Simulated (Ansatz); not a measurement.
Steps of a relaxation of `[CH3][Ga][N]=C=O` radical with UKS PBE0-D4/def2-TZVP.

```sh
$ ansatz run in.yaml --threads 4 --pin off --events-out ev --progress --plain --max-ram 10444MiB
```

```yaml
crystal:
  periodic: [false, false, false]
  atoms:
    - {symbol: C, position_ang: [-1.335160, -0.907090, 0.753400]}
    - {symbol: Ga, position_ang: [0.840840, -0.680690, 0.715230]}
    - {symbol: N, position_ang: [1.238250, 0.698060, -0.554340]}
    - {symbol: C, position_ang: [1.848510, 1.461640, -1.238110]}
    - {symbol: O, position_ang: [2.402480, 2.219270, -1.922640]}
    - {symbol: H, position_ang: [-1.742610, -0.016200, 1.223970]}
    - {symbol: H, position_ang: [-1.649030, -0.972460, -0.284790]}
    - {symbol: H, position_ang: [-1.603290, -1.802540, 1.307300]}
basis:
  gaussian: {orbitals: def2-TZVP}
magnetization: {spin_polarized: true, initial_magnetization: 1}
hamiltonian: {xc: pbe0, dispersion: d4}
relax: {f_tol: 0.005, max_steps: 150}
```

Positions (Å) and forces (eV/Å) along the path, 15 of 15 steps:

```xyz
8
step=1 energy=-58026.9109 eV
C    -1.335   -0.907    0.753    1.122   -0.070    0.093
Ga    0.841   -0.681    0.715   -1.209    0.503   -0.562
N     1.238    0.698   -0.554   -0.422   -0.831    0.767
C     1.849    1.462   -1.238   -0.205   -0.328    0.281
O     2.402    2.219   -1.923    0.487    0.603   -0.531
H    -1.743   -0.016    1.224    0.084    0.132    0.061
H    -1.649   -0.972   -0.285    0.092    0.013   -0.142
H    -1.603   -1.803    1.307    0.050   -0.021    0.032
8
step=2 energy=-58027.0721 eV
C    -1.306   -0.915    0.756    0.800    0.062   -0.007
Ga    0.723   -0.655    0.677   -0.257    0.208   -0.232
N     1.171    0.699   -0.562   -0.121   -0.190    0.178
C     1.827    1.450   -1.226   -0.040   -0.065    0.047
O     2.430    2.200   -1.894    0.001   -0.055    0.059
H    -1.671    0.001    1.221   -0.165   -0.027   -0.033
H    -1.591   -0.977   -0.293   -0.183    0.012    0.013
H    -1.582   -1.803    1.320   -0.034    0.055   -0.025
8
step=3 energy=-58027.1009 eV
C    -1.269   -0.902    0.745    0.019   -0.015   -0.013
Ga    0.694   -0.646    0.657    0.217    0.096   -0.083
N     1.140    0.692   -0.563   -0.011    0.057   -0.046
C     1.816    1.438   -1.213    0.090    0.059   -0.057
O     2.441    2.183   -1.868   -0.093   -0.143    0.133
H    -1.677    0.000    1.207   -0.066   -0.038   -0.002
H    -1.618   -0.979   -0.287   -0.049   -0.015    0.064
H    -1.527   -1.786    1.322   -0.107   -0.002    0.004
8
step=4 energy=-58027.1069 eV
C    -1.272   -0.910    0.752   -0.008    0.022   -0.028
Ga    0.696   -0.631    0.635    0.077   -0.002   -0.002
N     1.146    0.706   -0.578   -0.076    0.041   -0.036
C     1.832    1.448   -1.219    0.071    0.032   -0.033
O     2.469    2.188   -1.865   -0.028   -0.062    0.061
H    -1.695   -0.014    1.213   -0.017   -0.003    0.006
H    -1.644   -0.996   -0.272   -0.009   -0.012    0.021
H    -1.532   -1.790    1.334   -0.009   -0.016    0.011
8
step=5 energy=-58027.1131 eV
C    -1.278   -0.917    0.761   -0.028   -0.022    0.029
Ga    0.686   -0.605    0.598    0.012    0.004    0.003
N     1.111    0.745   -0.613   -0.039    0.099   -0.088
C     1.850    1.461   -1.229   -0.003   -0.114    0.099
O     2.540    2.175   -1.847   -0.008    0.006   -0.003
H    -1.723   -0.035    1.228    0.028    0.016   -0.009
H    -1.677   -1.024   -0.250    0.002    0.006   -0.029
H    -1.509   -1.801    1.352    0.035    0.004   -0.002
8
step=6 energy=-58027.1128 eV rejected
C    -1.286   -0.931    0.772   -0.065   -0.092    0.041
Ga    0.664   -0.561    0.530   -0.057   -0.038    0.034
N     1.032    0.814   -0.676    0.478    0.528   -0.455
C     1.870    1.480   -1.239    0.044   -0.111    0.107
O     2.661    2.144   -1.802   -0.571   -0.413    0.344
H    -1.747   -0.060    1.245    0.053    0.008   -0.019
H    -1.731   -1.072   -0.217    0.051    0.018    0.017
H    -1.463   -1.815    1.388    0.068    0.099   -0.069
8
step=7 energy=-58027.1187 eV
C    -1.274   -0.920    0.761   -0.014   -0.040    0.041
Ga    0.686   -0.595    0.574   -0.039    0.007   -0.007
N     1.057    0.779   -0.632   -0.125   -0.061    0.050
C     1.846    1.460   -1.224    0.178    0.135   -0.114
O     2.577    2.149   -1.824   -0.057   -0.066    0.059
H    -1.717   -0.036    1.227    0.026    0.011   -0.004
H    -1.684   -1.036   -0.244    0.011    0.002   -0.019
H    -1.491   -1.802    1.362    0.019    0.012   -0.006
8
step=8 energy=-58027.1207 eV
C    -1.277   -0.935    0.771   -0.028    0.019   -0.034
Ga    0.663   -0.565    0.523    0.063   -0.033    0.024
N     0.989    0.834   -0.675    0.276    0.208   -0.186
C     1.854    1.469   -1.225   -0.026    0.047   -0.032
O     2.652    2.118   -1.787   -0.269   -0.247    0.213
H    -1.712   -0.045    1.233   -0.024   -0.024   -0.006
H    -1.702   -1.066   -0.228   -0.020   -0.005    0.046
H    -1.467   -1.811    1.388    0.027    0.035   -0.025
8
step=9 energy=-58027.1233 eV
C    -1.278   -0.931    0.769    0.020   -0.002    0.000
Ga    0.665   -0.566    0.506   -0.020   -0.017    0.011
N     0.985    0.838   -0.687    0.003    0.010   -0.009
C     1.855    1.471   -1.224   -0.012   -0.007    0.006
O     2.662    2.114   -1.771    0.014    0.010   -0.007
H    -1.719   -0.045    1.230   -0.003    0.007    0.003
H    -1.719   -1.078   -0.219   -0.003   -0.003   -0.005
H    -1.450   -1.804    1.395    0.002    0.001    0.000
8
step=10 energy=-58027.1233 eV
C    -1.277   -0.932    0.769   -0.012   -0.004    0.002
Ga    0.664   -0.575    0.496    0.011    0.019   -0.018
N     0.983    0.839   -0.689   -0.001   -0.013    0.011
C     1.855    1.473   -1.222   -0.002   -0.006    0.005
O     2.664    2.118   -1.765    0.000    0.002   -0.001
H    -1.715   -0.040    1.223    0.002    0.003    0.000
H    -1.724   -1.086   -0.216    0.001   -0.001   -0.002
H    -1.449   -1.798    1.404    0.002   -0.001    0.002
8
step=11 energy=-58027.1234 eV
C    -1.278   -0.932    0.769   -0.005    0.002    0.002
Ga    0.662   -0.577    0.489    0.011    0.009   -0.010
N     0.983    0.839   -0.692   -0.009   -0.012    0.011
C     1.855    1.474   -1.221    0.006    0.001   -0.002
O     2.666    2.120   -1.760    0.000    0.002    0.000
H    -1.713   -0.037    1.220   -0.001   -0.002   -0.002
H    -1.728   -1.092   -0.214    0.000    0.000    0.003
H    -1.448   -1.795    1.409   -0.001    0.001   -0.001
8
step=12 energy=-58027.1234 eV
C    -1.278   -0.932    0.769   -0.006    0.002    0.003
Ga    0.663   -0.587    0.475   -0.002   -0.004    0.002
N     0.981    0.838   -0.695    0.003    0.004   -0.001
C     1.855    1.476   -1.219    0.009    0.006   -0.008
O     2.667    2.125   -1.751   -0.010   -0.006    0.006
H    -1.708   -0.031    1.212    0.003   -0.006   -0.005
H    -1.733   -1.102   -0.210    0.003    0.001    0.006
H    -1.447   -1.788    1.419    0.000    0.003   -0.004
8
step=13 energy=-58027.1234 eV
C    -1.278   -0.933    0.769   -0.006    0.004    0.001
Ga    0.663   -0.595    0.464    0.000   -0.004    0.002
N     0.981    0.838   -0.695   -0.005   -0.001    0.005
C     1.855    1.478   -1.216    0.005    0.000   -0.005
O     2.667    2.130   -1.747   -0.001    0.002    0.001
H    -1.703   -0.026    1.205    0.002   -0.007   -0.004
H    -1.737   -1.110   -0.206    0.001    0.001    0.005
H    -1.448   -1.782    1.427    0.003    0.005   -0.004
8
step=14 energy=-58027.1234 eV
C    -1.278   -0.933    0.768   -0.003    0.000    0.003
Ga    0.663   -0.605    0.456    0.000    0.002   -0.001
N     0.982    0.838   -0.692    0.000    0.000    0.004
C     1.855    1.480   -1.214    0.000   -0.004   -0.003
O     2.665    2.132   -1.745    0.000    0.003    0.001
H    -1.699   -0.020    1.198    0.002   -0.006   -0.003
H    -1.740   -1.116   -0.205    0.001    0.001    0.004
H    -1.449   -1.777    1.433    0.000    0.005   -0.004
8
step=15 energy=-58027.1234 eV
C    -1.278   -0.933    0.768   -0.001    0.000    0.001
Ga    0.663   -0.606    0.454   -0.001    0.002   -0.002
N     0.983    0.840   -0.688    0.002    0.001    0.002
C     1.855    1.480   -1.213   -0.002   -0.005   -0.002
O     2.665    2.132   -1.747   -0.001    0.001    0.002
H    -1.698   -0.020    1.196    0.001   -0.002   -0.001
H    -1.740   -1.118   -0.204    0.000    0.000    0.001
H    -1.449   -1.776    1.434    0.001    0.002   -0.002
```

Run time 67 s (4 threads of an Arm Neoverse V1 on a shared host); peak host memory 0.61 GiB.
